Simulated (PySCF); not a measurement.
Simulation results for CH5B3, AlBFHN, CH3BClN, H4NOSi and others

All values are calculated (PySCF 2.14.0). Calculation on a computer-drawn molecule: optimised geometry and harmonic frequencies of an isolated molecule of the commonest isotopes, restricted reference for singlets and unrestricted otherwise, frozen core in MP2.

(1) CH5B3

Start structure:
```xyz
9
CH5B3
B     -1.3631     0.4807     2.1393
B     -1.6753     0.1118     0.6217
C     -1.9887    -0.2313    -0.6957
B     -2.1304    -1.7795    -0.9603
H     -1.3547    -0.3497     2.9721
H     -1.2287     1.6049     2.5309
H     -1.9995     0.4149    -1.5136
H     -2.4519    -2.1638    -2.1247
H     -2.1753    -2.5318    -0.1114
```

It was run with charge 0, multiplicity 1, method HF and basis cc-pVDZ.

The calculation gives: rotational constants 23.46, 4.721, 3.93 GHz; total energy -114.7591 hartree; convergence status largest gradient component 1.704e-05 hartree/bohr.

Drawn bonds:
```csv
atom,other atom,order
1,2,1
2,3,2
3,4,1
1,5,1
1,6,1
3,7,1
4,8,1
4,9,1
```

Optimised structure:
```xyz
9
CH5B3
B     -1.4223     0.3219     2.0985
B     -1.7161     0.1500     0.4548
C     -1.9699    -0.0996    -0.8885
B     -2.1491    -1.6221    -0.8326
H     -1.4201    -0.6262     2.8267
H     -1.2108     1.4081     2.5566
H     -2.0430     0.5009    -1.7799
H     -2.3915    -2.2843    -1.8044
H     -2.0448    -2.1925     0.2270
```

Modes:
```csv
frequency (cm⁻¹),reduced mass (dalton)
124.3,2.705
198.4,1.145
277,2.273
284.7,2.432
401.7,1.282
696.3,1.895
762.2,1.75
829.7,1.464
873.5,1.158
1001,1.403
1044,1.373
1078,2.479
1155,1.506
1268,1.179
1344,1.309
1675,7.895
2633,1.059
2701,1.056
2714,1.117
2782,1.124
3414,1.099
```

(2) AlBFHN

Start structure:
```xyz
5
AlBFHN
F     -3.8765     1.1354    -0.5097
B     -2.8629     1.8124    -0.8231
N     -1.8386     2.4969    -1.1399
Al    -0.4910     3.3975    -1.5567
H      0.7458     4.2242    -1.9393
```

Settings of this run: charge 1, multiplicity 1, method MP2 and basis cc-pV(D+d)Z.

It finds rotational constants 2.203, 2.203 GHz; total energy -421.3760 hartree; convergence status largest gradient component 1.741e-06 hartree/bohr.

Drawn bonds:
```csv
atom,other atom,order
1,2,1
2,3,1
3,4,2
4,5,1
```

Optimised structure:
```xyz
5
AlBFHN
F     -3.9078     1.1143    -0.5000
B     -2.8776     1.8027    -0.8186
N     -1.8354     2.4991    -1.1409
Al    -0.4717     3.4105    -1.5627
H      0.7693     4.2398    -1.9465
```

Modes:
```csv
frequency (cm⁻¹),reduced mass (dalton)
93.34,7.068
93.62,7.087
432,1.179
432.5,1.179
465.9,11.3
465.9,11.31
609.1,14.72
1237,13.91
2025,11.46
2136,1.055
```

(3) CH3BClN

Start structure:
```xyz
7
CH3BClN
C     -2.5943    -0.3650     2.1735
N     -2.6385    -1.6260     2.8250
B     -2.7918    -2.6991     3.3408
Cl    -2.8262    -4.2118     4.0954
H     -3.4611    -0.2443     1.5038
H     -1.6573    -0.2994     1.5684
H     -2.5875     0.4975     2.9421
```

It was run with charge 0, multiplicity 1, method HF and basis cc-pV(D+d)Z.

It finds rotational constants 160.7, 2.143, 2.143 GHz; total energy -578.3028 hartree; convergence status largest gradient component 1.951e-05 hartree/bohr.

Drawn bonds:
```csv
atom,other atom,order
1,2,1
2,3,2
3,4,1
1,5,1
1,6,1
1,7,1
```

Optimised structure:
```xyz
7
CH3BClN
C     -2.5915    -0.3570     2.1729
N     -2.6729    -1.6177     2.8060
B     -2.7432    -2.7076     3.3534
Cl    -2.8417    -4.2352     4.1205
H     -3.4411    -0.2016     1.5055
H     -1.6778    -0.2775     1.5812
H     -2.5884     0.4484     2.9096
```

Modes:
```csv
frequency (cm⁻¹),reduced mass (dalton)
168.9,4.025
168.9,4.025
432.1,9.529
432.1,9.528
575.2,8.336
1173,6.459
1240,1.31
1240,1.31
1571,1.195
1596,1.039
1596,1.039
2274,11.67
3176,1.033
3247,1.105
3247,1.105
```

(4) H4NOSi

Start structure:
```xyz
7
H4NOSi
N      0.3193     2.2408    -0.8114
Si    -1.2194     1.4605    -0.4375
O     -1.1290    -0.0487    -0.8004
H      1.1072     1.7473    -0.5517
H      0.3715     3.2647    -0.6005
H     -2.2208     2.2320    -1.1886
H     -0.8137    -0.3111    -1.6958
```

Settings of this run: charge 0, multiplicity 2, method HF and basis cc-pV(D+d)Z.

The calculation gives: rotational constants 24.34, 7.354, 5.962 GHz; total energy -420.6114 hartree; spin squared 0.7542; convergence status largest gradient component 3.393e-05 hartree/bohr.

Drawn bonds:
```csv
atom,other atom,order
1,2,1
2,3,1
1,4,1
1,5,1
2,6,1
3,7,1
```

Optimised structure:
```xyz
7
H4NOSi
N      0.3167     2.1973    -0.7690
Si    -1.1915     1.4571    -0.3851
O     -1.1760    -0.1146    -0.8975
H      1.1588     1.8626    -0.3372
H      0.3492     3.1971    -0.8529
H     -2.2210     2.2731    -1.0854
H     -0.8211    -0.2871    -1.7589
```

Modes:
```csv
frequency (cm⁻¹),reduced mass (dalton)
200.7,1.236
230.7,1.406
379.7,1.652
489.6,1.291
718.7,1.074
782.4,1.358
840.9,2.696
887.8,2.617
935.3,1.579
979.6,1.532
1693,1.112
2240,1.042
3762,1.051
3852,1.095
4135,1.066
```

(5) CH3B2O

Start structure:
```xyz
7
CH3B2O
B     -1.6258     0.2537     0.8485
C     -0.4048     1.0019     0.7526
B      0.5069     1.2454    -0.3874
O      1.3476     1.3817    -1.3372
H     -2.6128    -0.2543     0.9878
H     -0.0862     1.4983     1.5821
H      1.9651     1.5253    -2.1083
```

Here we set charge 1, multiplicity 1, method HF and basis cc-pVDZ.

Results for CH3B2O: rotational constants 49.61, 4.314, 4.001 GHz; total energy -163.6075 hartree; convergence status largest gradient component 3.557e-05 hartree/bohr.

Drawn bonds:
```csv
atom,other atom,order
1,2,1
2,3,2
3,4,1
1,5,1
2,6,1
4,7,1
```

Optimised structure:
```xyz
7
CH3B2O
B     -1.5428     0.3592     0.7671
C     -0.3240     1.0683     0.7606
B      0.5990     1.0897    -0.3440
O      1.4370     1.0569    -1.2848
H     -2.5559    -0.2303     0.7757
H     -0.0471     1.6215     1.6599
H      1.5238     1.6866    -1.9965
```

Modes:
```csv
frequency (cm⁻¹),reduced mass (dalton)
173.3,3.336
318.7,1.284
421,1.838
495.8,3.297
564.4,1.525
799.9,1.756
817.8,1.353
818.8,1.598
944.7,2.664
1086,1.377
1515,6.08
1896,9.706
2982,1.128
3271,1.086
4046,1.069
```

(6) BClH3NSi

Start structure:
```xyz
7
BClH3NSi
B      0.2083    -0.4722    -0.0406
N      0.7678    -0.3110     1.2732
Si     1.3356    -0.1035     2.7097
Cl     2.8642    -1.1754     3.5289
H     -0.6422    -1.1585    -0.2067
H      0.6949     0.1881    -0.8572
H      0.8584     0.8461     3.7036
```

It was run with charge 0, multiplicity 1, method HF and basis cc-pV(D+d)Z.

The calculation gives: rotational constants 17.02, 2.17, 1.957 GHz; total energy -829.3702 hartree; convergence status largest gradient component 2.413e-05 hartree/bohr.

Drawn bonds:
```csv
atom,other atom,order
1,2,1
2,3,2
3,4,1
1,5,1
1,6,1
3,7,1
```

Optimised structure:
```xyz
7
BClH3NSi
B      0.2507    -0.4432     0.0063
N      0.7195    -0.2398     1.3016
Si     1.3125    -0.0951     2.7169
Cl     2.8434    -1.2000     3.4643
H     -0.6389    -1.2299    -0.2022
H      0.7231     0.1739    -0.9156
H      0.8767     0.8477     3.7396
```

Modes:
```csv
frequency (cm⁻¹),reduced mass (dalton)
98.09,4.322
220.3,2.489
302,1.22
304,12.58
570,15.94
571.4,1.216
874,1.789
952.6,1.655
1005,1.371
1100,1.355
1328,1.199
1649,11.48
2439,1.045
2631,1.051
2684,1.127
```

(7) BH4OSi

Start structure:
```xyz
7
BH4OSi
B      0.3149    -0.5774    -0.5020
Si    -1.2590    -0.7090    -1.5740
O     -1.3609    -1.3076    -3.0969
H      0.2068    -0.1103     0.5971
H      1.3794    -0.9490    -0.9126
H     -2.6253    -0.3020    -1.2173
H     -0.5721    -1.6266    -3.5117
```

Here we set charge 0, multiplicity 2, method MP2 and basis cc-pV(D+d)Z.

Drawn bonds:
```csv
atom,other atom,order
1,2,1
2,3,1
1,4,1
1,5,1
2,6,1
3,7,1
```

(8) CH4AlN

Start structure:
```xyz
7
CH4AlN
C      2.6424     0.4057    -1.0638
Al     0.7251     0.0475    -1.7025
N     -0.7520    -0.3832    -2.3194
H      3.1547    -0.4548    -0.8265
H      3.1751     0.9954    -1.8589
H      2.6715     1.0594    -0.2081
H     -1.5315     0.0136    -1.7163
```

Here we set charge 0, multiplicity 1, method HF and basis cc-pV(D+d)Z.

Drawn bonds:
```csv
atom,other atom,order
1,2,1
2,3,2
1,4,1
1,5,1
1,6,1
3,7,1
```

Q: Give the missing rotational constants for BH4OSi (entry 7).
A: 31.02, 6.273, 5.218 GHz

Q: Give the missing spin squared for BH4OSi (entry 7).
A: 0.7594

Q: BH4OSi (entry 7): total energy?
A: -391.1540 hartree

Q: Give the table of modes values for BH4OSi (entry 7).
A: 
Modes:
```csv
frequency (cm⁻¹),reduced mass (dalton)
209.8,2.421
325.5,1.38
371.5,1.18
542.9,1.072
594.9,1.37
723.1,3.989
749,1.249
837.5,1.308
935.4,2.909
941.4,1.345
1156,1.209
2327,1.043
2621,1.051
2720,1.129
3860,1.066
```

Q: What rotational constants does the calculation give for CH4AlN (entry 8)?
A: 159.8, 4.805, 4.805 GHz

Further results for BH4OSi (entry 7):

| Property | Result |
| --- | --- |
| convergence status largest gradient component | 2.778e-05 hartree/bohr |

Optimised structure:
```xyz
7
BH4OSi
B      0.3208    -0.5790    -0.5035
Si    -1.2553    -0.7088    -1.5713
O     -1.3895    -1.3088    -3.1143
H      0.2008    -0.1081     0.6007
H      1.3886    -0.9541    -0.9218
H     -2.6299    -0.3022    -1.2205
H     -0.5517    -1.6209    -3.4868
```

Further results for CH4AlN (entry 8):

| Item | Value |
| --- | --- |
| total energy | -336.5222 hartree |
| convergence status largest gradient component | 1.392e-05 hartree/bohr |

Optimised structure:
```xyz
7
CH4AlN
C      2.6551     0.4391    -1.0874
Al     0.7891     0.1339    -1.5448
N     -0.7399    -0.1163    -1.9195
H      3.1612    -0.5080    -0.8862
H      3.1748     0.9391    -1.9081
H      2.7344     1.0672    -0.1969
H     -1.6894    -0.2713    -2.1526
```

Modes:
```csv
frequency (cm⁻¹),reduced mass (dalton)
161.5,5.334
161.5,5.334
482.4,1.107
482.4,1.107
613.5,4.365
754.4,1.243
754.4,1.243
1257,6.979
1334,1.274
1542,1.053
1542,1.053
3173,1.033
3264,1.101
3264,1.101
4004,1.087
```
